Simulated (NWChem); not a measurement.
# Si2H6O3; SMILES O[SiH2][SiH](O)O

```xyz
11

O      0.9110    -1.7386    -0.5521
Si    -0.6346    -1.2898    -0.0364
Si    -0.1060     0.9334     0.4770
O      1.5563     0.8810     0.5054
O     -0.7365     1.8736    -0.7445
H      1.0467    -2.6416    -0.8543
H     -1.6490    -1.4913    -1.1191
H     -1.0689    -2.1192     1.1355
H     -0.5413     1.4757     1.7966
H      1.8925     0.1106     0.0234
H     -0.6040     2.8240    -0.6678
```
Atoms are numbered in this order, from 1.

Results from NWChem. Pople sets run with spherical d functions. STO-3G and 3-21G are far too small for this property and stand as cheap habits. Geometry: optimised at PBE0/def2-SVP. GIAO values for the isolated, static molecule; σ is the absolute isotropic shielding, δ = σ(reference) − σ with the isolated reference molecule computed at the same levels (1H: tetramethylsilane, 17O: water).

```
level                δ O4 (ppm)  δ O5 (ppm)  δ H6 (ppm)  δ H8 (ppm)  δ H9 (ppm)  δ H10 (ppm)  δ H11 (ppm)
-------------------  ----------  ----------  ----------  ----------  ----------  -----------  -----------
BHandHLYP/pcSseg-1         65.1        63.5        0.68        4.66        4.78         4.27         2.27
KT2/pcSseg-1                  ?           ?           ?        5.16        5.44         4.25         2.25
Hartree-Fock/STO-3G       -80.8       -78.9       -4.09        1.85        2.37        -1.34        -3.08
B3LYP/6-31G*               59.2        57.1       -0.02        5.16        5.44         3.78         2.02
```

Question: Complete the blanks.

Answer: 
- KT2/pcSseg-1, δ O4 (ppm): 84.6
- KT2/pcSseg-1, δ O5 (ppm): 82.0
- KT2/pcSseg-1, δ H6 (ppm): 0.07
